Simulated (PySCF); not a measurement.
PySCF input (M06-2X/def2-TZVPD):

```python
from pyscf import gto, scf, dft

mol = gto.M(
    atom='''
    B     0.19188532    0.04018903   -0.00738233
    F     0.49137223    1.28607139    0.12633432
    F     1.00036724   -0.94777659   -0.17602008
    N    -1.32709041   -0.30352131    0.04363854
    H    -1.85219673    0.22109242   -0.66694071
    H    -1.73708002   -0.03968600    0.94844402
    H    -1.50617220   -1.30235569   -0.10288952
    ''',
    basis='def2-tzvpd',
    charge=1,
    spin=0,
    verbose=4,
)

mf = dft.RKS(mol, xc='m062x').density_fit(auxbasis='def2-universal-jkfit')
mf.grids.level = 4
mf.conv_tol = 1e-9
mf.max_cycle = 100
mf.max_memory = 1500
mf.kernel()
if not mf.converged:
    mf = mf.newton()
    mf.kernel(mf.make_rdm1())
mf.analyze()
```

Output:

```
PySCF version 2.14.0

[INPUT] verbose = 4
[INPUT] num. atoms = 7
[INPUT] num. electrons = 32
[INPUT] charge = 1
[INPUT] spin (= nelec alpha-beta = 2S) = 0
[INPUT] symmetry False subgroup None
[INPUT] Mole.unit = angstrom
[INPUT] Symbol           X                Y                Z      unit          X                Y                Z       unit  Magmom
[INPUT]  1 B      0.191885320000   0.040189030000  -0.007382330000 AA    0.362610702125   0.075946259912  -0.013950581861 Bohr   0.0
[INPUT]  2 F      0.491372230000   1.286071390000   0.126334320000 AA    0.928558939917   2.430322703739   0.238737264933 Bohr   0.0
[INPUT]  3 F      1.000367240000  -0.947776590000  -0.176020080000 AA    1.890420107587  -1.791038182374  -0.332629743624 Bohr   0.0
[INPUT]  4 N     -1.327090410000  -0.303521310000   0.043638540000 AA   -2.507837417437  -0.573572148869   0.082464889076 Bohr   0.0
[INPUT]  5 H     -1.852196730000   0.221092420000  -0.666940710000 AA   -3.500144548515   0.417804122017  -1.260335283223 Bohr   0.0
[INPUT]  6 H     -1.737080020000  -0.039686000000   0.948444020000 AA   -3.282605494254  -0.074995670979   1.792299442282 Bohr   0.0
[INPUT]  7 H     -1.506172200000  -1.302355690000  -0.102889520000 AA   -2.846252954434  -2.461095570869  -0.194433013888 Bohr   0.0

nuclear repulsion = 120.328705887592
number of shells = 69
number of NR pGTOs = 247
number of NR cGTOs = 181
basis = def2-tzvpd
ecp = {}

******** <class 'pyscf.df.df_jk.DFRKS'> ********
method = DFRKS
initial guess = minao
damping factor = 0
level_shift factor = 0
DIIS = <class 'pyscf.scf.diis.CDIIS'>
diis_start_cycle = 1
diis_space = 8
diis_damp = 0
SCF conv_tol = 1e-09
SCF conv_tol_grad = None
SCF max_cycles = 100
direct_scf = False
XC library pyscf.dft.libxc version 7.1.2
    S. Lehtola, C. Steigemann, M. J. T. Oliveira, and M. A. L. Marques,  SoftwareX 7, 1–5 (2018)
XC functionals = m062x
    Y. Zhao and D. G. Truhlar,  Theor. Chem. Acc. 120, 215 (2008)
    Y. Zhao and D. G. Truhlar,  Theor. Chem. Acc. 120, 215 (2008)
radial grids:
    Treutler-Ahlrichs [JCP 102, 346 (1995); DOI:10.1063/1.469408] (M4) radial grids

becke partition: Becke, JCP 88, 2547 (1988); DOI:10.1063/1.454033
pruning grids: <function nwchem_prune>
grids dens level: 4
symmetrized grids: False
atomic radii adjust function: <function treutler_atomic_radii_adjust>
small_rho_cutoff = 0
Set gradient conv threshold to 3.16228e-05
Initial guess from minao.
tot grids = 160776
******** <class 'pyscf.df.df.DF'> ********
auxbasis = def2-universal-jkfit
init E= -281.761936235357
  HOMO = -0.481248965230758  LUMO = -0.0285972817566851  gap/eV = 12.31728
cycle= 1 E= -280.909784225121  delta_E= 0.852  |g|= 0.622  |ddm|= 1.81
[...]
cycle= 10 E= -280.989145416971  delta_E= -1.28e-11  |g|= 4.82e-06  |ddm|= 1.03e-05
  HOMO = -0.752328032771942  LUMO = -0.202464794929547  gap/eV = 14.96254
Extra cycle  E= -280.989145416972  delta_E= -7.96e-13  |g|= 4.65e-06  |ddm|= 4.37e-06
converged SCF energy = -280.989145416972
**** SCF Summaries ****
Total Energy =                        -280.989145416972008
Nuclear Repulsion Energy =             120.328705887591582
One-electron Energy =                 -618.365052149941448
Two-electron Energy =                  217.047200845377859
Two-electron Coulomb Energy =          249.804441595396298
DFT Exchange-Correlation Energy =      -32.757240750018454
HOMO-LUMO gap [eV] =                    14.962540823136491
**** MO energy ****
MO #1   energy= -25.4967936766679  occ= 2
MO #2   energy= -25.4964006615571  occ= 2
MO #3   energy= -15.0973412712776  occ= 2
MO #4   energy= -7.43163199339403  occ= 2
MO #5   energy= -1.62384400970957  occ= 2
MO #6   energy= -1.60243672046491  occ= 2
MO #7   energy= -1.3337013844686   occ= 2
MO #8   energy= -0.923071262313402 occ= 2
MO #9   energy= -0.905566148854426 occ= 2
MO #10  energy= -0.892635006722219 occ= 2
MO #11  energy= -0.876050212489004 occ= 2
MO #12  energy= -0.854277408222022 occ= 2
MO #13  energy= -0.816775619881945 occ= 2
MO #14  energy= -0.766492758355659 occ= 2
MO #15  energy= -0.759285717978893 occ= 2
MO #16  energy= -0.752328032771942 occ= 2
MO #17  energy= -0.202464794929547 occ= 0
MO #18  energy= -0.187455588282399 occ= 0
MO #19  energy= -0.128591478237603 occ= 0
MO #20  energy= -0.127061050731353 occ= 0
MO #21  energy= -0.121180922748651 occ= 0
MO #22  energy= -0.0903130561951068 occ= 0
MO #23  energy= -0.0747426408479697 occ= 0
MO #24  energy= -0.0667144446427804 occ= 0
MO #25  energy= -0.0605217751944412 occ= 0
MO #26  energy= -0.0390152964881182 occ= 0
MO #27  energy= -0.0356867236260207 occ= 0
MO #28  energy= -0.0106092463936903 occ= 0
MO #29  energy= -0.00457786820970715 occ= 0
MO #30  energy= 0.00741500391044267 occ= 0
MO #31  energy= 0.0124800114999942 occ= 0
MO #32  energy= 0.0223543831878102 occ= 0
MO #33  energy= 0.044799550973807  occ= 0
MO #34  energy= 0.062386117603914  occ= 0
MO #35  energy= 0.0660578900284731 occ= 0
MO #36  energy= 0.0751494003865981 occ= 0
MO #37  energy= 0.0833514435792863 occ= 0
MO #38  energy= 0.0897192980407061 occ= 0
MO #39  energy= 0.0997315480870989 occ= 0
MO #40  energy= 0.119392638091982  occ= 0
MO #41  energy= 0.119912289613756  occ= 0
MO #42  energy= 0.130088731336225  occ= 0
MO #43  energy= 0.141901000611141  occ= 0
MO #44  energy= 0.144596583919487  occ= 0
MO #45  energy= 0.167442371593263  occ= 0
MO #46  energy= 0.171738574506641  occ= 0
MO #47  energy= 0.184725347073683  occ= 0
MO #48  energy= 0.191075832901512  occ= 0
MO #49  energy= 0.191919663030372  occ= 0
MO #50  energy= 0.231511865435758  occ= 0
MO #51  energy= 0.240142487466372  occ= 0
MO #52  energy= 0.25461015599389   occ= 0
MO #53  energy= 0.25595459673067   occ= 0
MO #54  energy= 0.274635510805534  occ= 0
MO #55  energy= 0.313667451254591  occ= 0
MO #56  energy= 0.336798676977957  occ= 0
MO #57  energy= 0.404065947049356  occ= 0
MO #58  energy= 0.41287205189579   occ= 0
MO #59  energy= 0.421471028297935  occ= 0
MO #60  energy= 0.422649620335352  occ= 0
MO #61  energy= 0.440562604728823  occ= 0
MO #62  energy= 0.449520946516423  occ= 0
MO #63  energy= 0.477431151576502  occ= 0
MO #64  energy= 0.485968363597208  occ= 0
MO #65  energy= 0.493931204084254  occ= 0
MO #66  energy= 0.500011136785956  occ= 0
MO #67  energy= 0.522019844233585  occ= 0
MO #68  energy= 0.532679143338504  occ= 0
MO #69  energy= 0.536320657882431  occ= 0
MO #70  energy= 0.546239271024089  occ= 0
MO #71  energy= 0.564858683192377  occ= 0
MO #72  energy= 0.604877812042471  occ= 0
MO #73  energy= 0.62928395249113   occ= 0
MO #74  energy= 0.638424196271932  occ= 0
MO #75  energy= 0.687158695117103  occ= 0
MO #76  energy= 0.695466810222719  occ= 0
MO #77  energy= 0.800218687691078  occ= 0
MO #78  energy= 0.820395173268304  occ= 0
MO #79  energy= 0.85642853129758   occ= 0
MO #80  energy= 0.863860831353117  occ= 0
MO #81  energy= 0.888864419757902  occ= 0
MO #82  energy= 0.930669352511181  occ= 0
MO #83  energy= 0.940590400528263  occ= 0
MO #84  energy= 0.981656813613275  occ= 0
MO #85  energy= 1.00180394425242   occ= 0
MO #86  energy= 1.08147010551948   occ= 0
MO #87  energy= 1.08576231410465   occ= 0
MO #88  energy= 1.10717921936885   occ= 0
MO #89  energy= 1.17954905945064   occ= 0
MO #90  energy= 1.20262659288207   occ= 0
MO #91  energy= 1.29251717412182   occ= 0
MO #92  energy= 1.3184261998793    occ= 0
MO #93  energy= 1.36917956814659   occ= 0
MO #94  energy= 1.3971698155857    occ= 0
MO #95  energy= 1.4072336769891    occ= 0
MO #96  energy= 1.41812814846994   occ= 0
MO #97  energy= 1.58499858674076   occ= 0
MO #98  energy= 1.63279662776652   occ= 0
MO #99  energy= 1.68466173944543   occ= 0
MO #100 energy= 1.71263756675999   occ= 0
MO #101 energy= 1.71952724783696   occ= 0
MO #102 energy= 1.76538830053547   occ= 0
MO #103 energy= 1.78081924788069   occ= 0
MO #104 energy= 1.78633645732096   occ= 0
MO #105 energy= 1.82419032658946   occ= 0
MO #106 energy= 1.85289620713025   occ= 0
MO #107 energy= 1.85418049185373   occ= 0
[...]
```

It need not be the lowest isomer of its formula.
